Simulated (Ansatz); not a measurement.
```xyz
11

C    -1.9789   -0.4933   -0.4103
Y     0.2851    0.0775    0.0400
N     0.7569    2.0357    0.7740
N     1.8237   -1.3870   -0.2521
H    -2.0921   -1.2103   -1.2354
H    -2.6071    0.3715   -0.6646
H    -2.4621   -0.9651    0.4586
H     1.6687    2.4054    1.0171
H     0.0954    2.7846    0.9482
H     1.6919   -2.3353   -0.5869
H     2.8185   -1.2836   -0.0887
```

The species carries charge 0 and has multiplicity 1. Y: def2 effective core potential.

(1) List the CAM-B3LYP/def2-TZVPP orbital energies in eV (the Gaussian-basis code of Ansatz). (Best estimate.)

Answers

(1) Computed: Occupied: -389.90, -389.90, -276.84, -52.40, -30.70, -30.66, -30.48, -23.58, -23.36, -19.32, -13.89, -13.79, -11.46, -11.42, -11.10, -10.46, -8.27, -8.04, -7.68. Lowest empty: -0.62, 0.78, 0.96, 0.97, 1.38, 1.52, 2.07, 2.33.
